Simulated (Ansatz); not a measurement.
Frontier orbitals of CH₅ClO₂Si₂ (`O=C[SiH2][SiH](O)Cl`).

```xyz
11

O     2.343   -1.348    1.104
C     1.683   -0.346    1.200
Si    1.002    0.590   -0.343
Si   -1.164   -0.212   -0.717
O    -1.942   -0.039    0.715
Cl   -2.076    0.903   -2.194
H     1.417    0.047    2.210
H     0.932    2.047   -0.052
H     1.875    0.312   -1.510
H    -1.219   -1.616   -1.198
H    -2.851   -0.338    0.785
```

Charge 0, multiplicity 1. The geometry is a stationary point of PBE0-D4/def2-TZVP. It is one conformer, not always the lowest. Basis def2-TZVPP, the Gaussian-basis code of Ansatz.

Orbital energies of one run (eV). Highest occupied ones, from the top: -8.49, -9.81, -10.85, -11.20, -11.44, -11.73, -12.69, -13.07, -13.22, -13.54, -14.70, -15.23, -16.65, -18.07. Empty: -0.65, 0.55, 0.72, 1.91, 2.12, 2.33.

Q: Which functional gave them?
A. B97M-V
B. r2SCAN
C. CAM-B3LYP
D. PBE

A: C. HOMO energies: CAM-B3LYP -8.49, B97M-V -6.11, r2SCAN -5.94, PBE -5.67 eV.
